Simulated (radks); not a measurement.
Task: Radial electron density D(r) = 4 pi r^2 rho(r) of an atom or ion with 18 electrons. All-electron calculation, Dirac Kohn-Sham, PBEsol, spin-unpolarised, spherical densities, point nucleus. Program: a radial shooting solver on a logarithmic mesh with Libxc functionals.

r (bohr)  D(r) (e/bohr)
0.003556         0.7792
0.004009         0.9703
0.004521          1.205
0.005097          1.494
0.005701          1.820
0.006428          2.241
0.007247          2.750
0.008171          3.361
0.009213          4.088
0.01031           4.884
0.01162           5.877
0.0131            7.024
0.01477           8.333
0.01652           9.700
0.01863           11.31
0.021             13.05
0.02368           14.88
0.0267            16.75
0.02986           18.46
0.03367           20.16
0.03796           21.62
0.0428            22.73
0.04788           23.37
0.05398           23.54
0.06086           23.17
0.06862           22.29
0.07737           21.04
0.08654           19.71
0.09758           18.37
0.11              17.42
0.124             17.10
0.1387            17.52
0.1564            18.72
0.1764            20.48
0.1989            22.39
0.2242            23.94
0.2508            24.58
0.2828            24.04
0.3188            22.12
0.3595            19.02
0.4021            15.51
0.4533            11.76
0.5111            8.681
0.5763            6.730
0.6498            6.020
0.7268            6.247
0.8195            6.956
0.9239            7.590
1.042             7.723
1.165             7.241
1.314             6.159
1.481             4.745
1.67              3.299
1.883             2.062
2.106             1.201
2.375            0.6003
2.677            0.2645
3.019            0.1014
3.377           0.03601
3.807          0.009998
4.293          0.002276

What is the nuclear charge?

Result: Z = 20. The innermost maximum, from 1s, lies near gamma/Z bohr with gamma = sqrt(1 - (Z/c)^2) = 0.989, here 0.0495 bohr (found: 0.0527), and its height grows with Z. The density is that of the calcium ion Ca2+ in [Ar]; the configuration itself is not fixed sharply by these data, and Z only to about a unit. D(r) has 3 maxima, at r = 0.0527, 0.255, 1.01 bohr, and minima at 0.123, 0.660 bohr, inside which lie 2.16, 10.34 electrons.
